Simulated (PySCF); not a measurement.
PySCF input file for C₃H₃, SMILES C#C[CH2], multiplicity 2, TDA-ωB97X/def2-SVPD. Coordinates come from a r2SCAN-D4/def2-TZVP optimisation. The isomer is the one that the SMILES or the coordinates give; other isomers of the formula were not compared.

```python
import numpy as np
from pyscf import gto, scf, dft, tdscf

mol = gto.M(
    atom='''
    C    -0.00000000   -0.00000000    1.33742679
    C    -0.00000000   -0.00000000    0.11302631
    C    -0.00000000    0.00000000   -1.24912215
    H     0.00000000    0.00000000    2.40039087
    H     0.00000000   -0.93003181   -1.80418830
    H     0.00000000    0.93003180   -1.80418830
    ''',
    basis='def2-SVPD',
    charge=0,
    spin=1,
    max_memory=1600,
    verbose=4,
)
mf = dft.UKS(mol, xc='wb97x').density_fit(auxbasis='def2-universal-jkfit')
mf.grids.level = 3
mf.conv_tol = 1e-9
mf.max_cycle = 100
mf.kernel()
fine, coarse = mf.grids, dft.Grids(mol).set(level=1).build(with_non0tab=True)
for _ in range(3):  # follow internal instabilities
    mf.grids = coarse
    mo, _, stable, _ = mf.stability(return_status=True, nroots=4)
    mf.grids = fine
    if stable:
        break
    mf.kernel(mf.make_rdm1(mo, mf.mo_occ))
mf.grids = dft.Grids(mol).set(level=1).build(with_non0tab=True)  # coarser grid for the response kernel
td = tdscf.TDA(mf)
td.nstates = 10
td.conv_tol = 1e-4
td.positive_eig_threshold = 1e-6
td.kernel(x0=td.get_init_guess(mf, 15))
td.analyze()
```

Program output:

```
PySCF version 2.14.0

[INPUT] verbose = 4
[INPUT] num. atoms = 6
[INPUT] num. electrons = 21
[INPUT] charge = 0
[INPUT] spin (= nelec alpha-beta = 2S) = 1
[INPUT] symmetry False subgroup None
[INPUT] Mole.unit = angstrom
[INPUT] Symbol           X                Y                Z      unit          X                Y                Z       unit  Magmom
[INPUT]  1 C      0.000000000000   0.000000000000   1.337426790000 AA    0.000000000000   0.000000000000   2.527370344756 Bohr   0.0
[INPUT]  2 C      0.000000000000   0.000000000000   0.113026310000 AA    0.000000000000   0.000000000000   0.213588770770 Bohr   0.0
[INPUT]  3 C      0.000000000000   0.000000000000  -1.249122150000 AA    0.000000000000   0.000000000000  -2.360498759628 Bohr   0.0
[INPUT]  4 H      0.000000000000   0.000000000000   2.400390870000 AA    0.000000000000   0.000000000000   4.536081336206 Bohr   0.0
[INPUT]  5 H      0.000000000000  -0.930031810000  -1.804188300000 AA    0.000000000000  -1.757505408034  -3.409421764145 Bohr   0.0
[INPUT]  6 H      0.000000000000   0.930031800000  -1.804188300000 AA    0.000000000000   1.757505389136  -3.409421764145 Bohr   0.0

nuclear repulsion = 53.4662283252091
number of shells = 36
number of NR pGTOs = 120
number of NR cGTOs = 84
basis = def2-SVPD
ecp = {}


******** <class 'pyscf.df.df_jk.DFUKS'> ********
method = DFUKS
initial guess = minao
damping factor = 0
level_shift factor = 0
DIIS = <class 'pyscf.scf.diis.CDIIS'>
diis_start_cycle = 1
diis_space = 8
diis_damp = 0
SCF conv_tol = 1e-09
SCF conv_tol_grad = None
SCF max_cycles = 100
direct_scf = False
number electrons alpha = 11  beta = 10
XC library pyscf.dft.libxc version 7.1.2
    S. Lehtola, C. Steigemann, M. J. T. Oliveira, and M. A. L. Marques,  SoftwareX 7, 1–5 (2018)
XC functionals = wb97x
    J.-D. Chai and M. Head-Gordon,  J. Chem. Phys. 128, 084106 (2008)
radial grids:
    Treutler-Ahlrichs [JCP 102, 346 (1995); DOI:10.1063/1.469408] (M4) radial grids

becke partition: Becke, JCP 88, 2547 (1988); DOI:10.1063/1.454033
pruning grids: <function nwchem_prune>
grids dens level: 3
symmetrized grids: False
atomic radii adjust function: <function treutler_atomic_radii_adjust>
small_rho_cutoff = 0
Set gradient conv threshold to 3.16228e-05
tot grids = 71784
******** <class 'pyscf.df.df.DF'> ********
auxbasis = def2-universal-jkfit
Create RSH-DF object <pyscf.df.df.DF object> for omega=0.3
******** <class 'pyscf.df.df.DF'> ********
auxbasis = auxmol.basis = def2-universal-jkfit
init E= -116.174540002345
  alpha nocc = 11  HOMO = -0.174342200577732  LUMO = 0.0210097463620049
  beta  nocc = 10  HOMO = -0.309174707958257  LUMO = -0.174342200577734

WARN: HOMO -0.174342200577732 >= LUMO -0.174342200577734

cycle= 1 E= -115.861912712002  delta_E= 0.313  |g|= 0.141  |ddm|= 4.15
  alpha nocc = 11  HOMO = -0.300140337267915  LUMO = 0.0995414506783896
  beta  nocc = 10  HOMO = -0.362916446698576  LUMO = -0.0243984663547652
  HOMO = -0.300140337268  LUMO = -0.0243984663548  gap/eV = 7.50332
cycle= 2 E= -115.875888967217  delta_E= -0.014  |g|= 0.0679  |ddm|= 0.808
  alpha nocc = 11  HOMO = -0.309599910575774  LUMO = 0.0989396353633878
  beta  nocc = 10  HOMO = -0.388758115141152  LUMO = -0.0232982037519092
  HOMO = -0.309599910576  LUMO = -0.0232982037519  gap/eV = 7.79067
cycle= 3 E= -115.878782537177  delta_E= -0.00289  |g|= 0.03  |ddm|= 0.299
  alpha nocc = 11  HOMO = -0.313323613224289  LUMO = 0.0992776094498931
  beta  nocc = 10  HOMO = -0.382443319387782  LUMO = -0.0193851074165252
  HOMO = -0.313323613224  LUMO = -0.0193851074165  gap/eV = 7.99847
cycle= 4 E= -115.879679406429  delta_E= -0.000897  |g|= 0.011  |ddm|= 0.143
  alpha nocc = 11  HOMO = -0.313187219361672  LUMO = 0.0997800845302095
  beta  nocc = 10  HOMO = -0.381036572757752  LUMO = -0.0152540984673228
  HOMO = -0.313187219362  LUMO = -0.0152540984673  gap/eV = 8.10717
cycle= 5 E= -115.879883537692  delta_E= -0.000204  |g|= 0.00781  |ddm|= 0.0407
  alpha nocc = 11  HOMO = -0.314576315607121  LUMO = 0.0997086045793134
  beta  nocc = 10  HOMO = -0.381021465765618  LUMO = -0.0143276352824575
  HOMO = -0.314576315607  LUMO = -0.0143276352825  gap/eV = 8.17018
cycle= 6 E= -115.879971655056  delta_E= -8.81e-05  |g|= 0.00345  |ddm|= 0.0216
  alpha nocc = 11  HOMO = -0.315701557851565  LUMO = 0.0996743129588356
  beta  nocc = 10  HOMO = -0.381242807221822  LUMO = -0.0141227256041123
  HOMO = -0.315701557852  LUMO = -0.0141227256041  gap/eV = 8.20638
cycle= 7 E= -115.880000083155  delta_E= -2.84e-05  |g|= 0.00149  |ddm|= 0.0166
  alpha nocc = 11  HOMO = -0.315536785339423  LUMO = 0.0997303847635109
  beta  nocc = 10  HOMO = -0.380925049792155  LUMO = -0.0137593989743179
  HOMO = -0.315536785339  LUMO = -0.0137593989743  gap/eV = 8.21178
cycle= 8 E= -115.880008066849  delta_E= -7.98e-06  |g|= 0.000876  |ddm|= 0.00906
  alpha nocc = 11  HOMO = -0.315662228510481  LUMO = 0.0997331085068307
  beta  nocc = 10  HOMO = -0.380962542770048  LUMO = -0.0138268665972276
  HOMO = -0.31566222851  LUMO = -0.0138268665972  gap/eV = 8.21336
cycle= 9 E= -115.880012465399  delta_E= -4.4e-06  |g|= 0.00025  |ddm|= 0.00751
  alpha nocc = 11  HOMO = -0.315646269629929  LUMO = 0.0997344379332641
  beta  nocc = 10  HOMO = -0.380928193545525  LUMO = -0.0138085290358214
  HOMO = -0.31564626963  LUMO = -0.0138085290358  gap/eV = 8.21342
cycle= 10 E= -115.880012787221  delta_E= -3.22e-07  |g|= 8.21e-05  |ddm|= 0.00203
  alpha nocc = 11  HOMO = -0.315644171377306  LUMO = 0.0997320317679216
  beta  nocc = 10  HOMO = -0.380929656622578  LUMO = -0.0138010337054109
  HOMO = -0.315644171377  LUMO = -0.0138010337054  gap/eV = 8.21357
cycle= 11 E= -115.880012813611  delta_E= -2.64e-08  |g|= 3.91e-05  |ddm|= 0.000478
  alpha nocc = 11  HOMO = -0.315644679825744  LUMO = 0.0997309628883674
  beta  nocc = 10  HOMO = -0.380936493802889  LUMO = -0.0138009484543948
  HOMO = -0.315644679826  LUMO = -0.0138009484544  gap/eV = 8.21359
cycle= 12 E= -115.880012820987  delta_E= -7.38e-09  |g|= 1.56e-05  |ddm|= 0.000334
  alpha nocc = 11  HOMO = -0.315643780037248  LUMO = 0.0997314314455546
  beta  nocc = 10  HOMO = -0.380935322725785  LUMO = -0.0137996611410323
  HOMO = -0.315643780037  LUMO = -0.013799661141  gap/eV = 8.21360
cycle= 13 E= -115.880012822245  delta_E= -1.26e-09  |g|= 8.17e-06  |ddm|= 0.000139
  alpha nocc = 11  HOMO = -0.315644012410009  LUMO = 0.0997314619509306
  beta  nocc = 10  HOMO = -0.380937950543847  LUMO = -0.0137997142472672
  HOMO = -0.31564401241  LUMO = -0.0137997142473  gap/eV = 8.21360
cycle= 14 E= -115.880012822454  delta_E= -2.09e-10  |g|= 3.02e-06  |ddm|= 6.32e-05
  alpha nocc = 11  HOMO = -0.315644458071121  LUMO = 0.0997314371621805
  beta  nocc = 10  HOMO = -0.380937574697244  LUMO = -0.013800154977325
  HOMO = -0.315644458071  LUMO = -0.0138001549773  gap/eV = 8.21360
Extra cycle  E= -115.880012822468  delta_E= -1.36e-11  |g|= 2.42e-06  |ddm|= 8.56e-06
converged SCF energy = -115.880012822468  <S^2> = 0.78581744  2S+1 = 2.0355023
tot grids = 22960
uhf_internal: lowest eigs of H = [0.22263214 0.2452585  0.28776152 0.35499964]
<class 'pyscf.df.df_jk.DFUKS'> wavefunction is stable in the internal stability analysis
tot grids = 22960
Overwritten attributes  positive_eig_threshold  of <class 'pyscf.tdscf.uks.TDA'>


******** <class 'pyscf.tdscf.uks.TDA'> for <class 'pyscf.df.df_jk.DFUKS'> ********
nstates = 10
deg_eia_thresh = 1.000e-03
wfnsym = None
conv_tol = 0.0001
eigh lindep = 1e-12
eigh level_shift = 0
eigh max_cycle = 100


Excitation energies (eV)
[3.32833406 4.51198041 5.07291579 5.60657779 6.31165539 6.65997183
 7.23811919 7.47303558 7.6369427  7.93408618]

** Excitation energies and oscillator strengths **
Excited State   1:      3.32833 eV    372.51 nm  f=0.0000
      10b ->   11b     -0.98587
Excited State   2:      4.51198 eV    274.79 nm  f=0.0353
      10a ->   13a      0.16430
      11a ->   16a     -0.30587
       9b ->   11b     -0.91459
Excited State   3:      5.07292 eV    244.40 nm  f=0.0000
       9a ->   13a     -0.12588
      11a ->   13a      0.97505
Excited State   4:      5.60658 eV    221.14 nm  f=0.0008
      10a ->   13a      0.62773
      10b ->   13b     -0.71774
      10b ->   27b     -0.10688
Excited State   5:      6.31166 eV    196.44 nm  f=0.0008
       9a ->   14a      0.11047
      11a ->   12a     -0.95876
      11a ->   14a      0.14430
      11a ->   15a     -0.14157
Excited State   6:      6.65997 eV    186.16 nm  f=0.0495
       9a ->   16a     -0.14786
      10a ->   13a      0.43166
      11a ->   16a      0.80055
       9b ->   11b     -0.17584
      10b ->   13b      0.29752
Excited State   7:      7.23812 eV    171.29 nm  f=0.0000
       9a ->   13a      0.14376
      10a ->   16a      0.31716
       8b ->   11b     -0.11352
       9b ->   13b     -0.89715
       9b ->   27b     -0.11976
      10b ->   16b      0.10821
Excited State   8:      7.47304 eV    165.91 nm  f=0.0316
       9a ->   12a      0.21134
      11a ->   12a     -0.13970
      11a ->   14a     -0.94045
Excited State   9:      7.63694 eV    162.35 nm  f=0.0000
      10a ->   16a      0.28545
       8b ->   11b     -0.80511
       8b ->   16b     -0.10183
       9b ->   13b      0.27374
      10b ->   16b      0.36707
Excited State  10:      7.93409 eV    156.27 nm  f=0.0042
       9a ->   14a     -0.15795
       9a ->   19a     -0.10079
      11a ->   12a      0.11799
      11a ->   15a     -0.93790
      11a ->   18a     -0.10647

** Transition electric dipole moments (AU) **
state          X           Y           Z        Dip. S.      Osc.
  1        -0.0000     -0.0000     -0.0000      0.0000      0.0000
  2        -0.0000      0.0000      0.5654      0.3196      0.0353
  3         0.0000     -0.0000      0.0000      0.0000      0.0000
  4         0.0000      0.0000     -0.0759      0.0058      0.0008
  5        -0.0698      0.0000     -0.0000      0.0049      0.0008
  6         0.0000     -0.0000      0.5509      0.3035      0.0495
  7         0.0000     -0.0000      0.0000      0.0000      0.0000
  8         0.4151     -0.0000      0.0000      0.1723      0.0316
  9        -0.0000      0.0000      0.0000      0.0000      0.0000
 10         0.1470     -0.0000      0.0000      0.0216      0.0042

** Transition velocity dipole moments (imaginary part, AU) **
state          X           Y           Z        Dip. S.      Osc.
  1        -0.0000     -0.0000     -0.0000      0.0000      0.0000
  2         0.0000      0.0000      0.0195      0.0004      0.0015
  3         0.0000     -0.0000     -0.0000      0.0000      0.0000
  4        -0.0000      0.0000     -0.0063      0.0000      0.0001
  5        -0.0352      0.0000     -0.0000      0.0012      0.0036
  6        -0.0000      0.0000      0.0865      0.0075      0.0204
  7         0.0000     -0.0000      0.0000      0.0000      0.0000
  8         0.1577     -0.0000      0.0000      0.0249      0.0604
  9        -0.0000      0.0000      0.0000      0.0000      0.0000
 10         0.0351     -0.0000      0.0000      0.0012      0.0028

** Transition magnetic dipole moments (imaginary part, AU) **
state          X           Y           Z
  1        -0.0000     -0.0000      0.6731
  2        -0.0000      0.0000      0.0000
  3        -0.0000      0.0000     -0.2753
  4        -0.0000     -0.0000     -0.0000
  5         0.0000     -0.7112      0.0000
  6         0.0000     -0.0000     -0.0000
  7        -0.0000     -0.0000      0.0316
  8        -0.0000     -0.1118     -0.0000
  9         0.0000      0.0000     -0.6298
 10        -0.0000     -0.0707     -0.0000
```

The calculation finished and met its thresholds.

Cost: roughly 30 core-seconds.
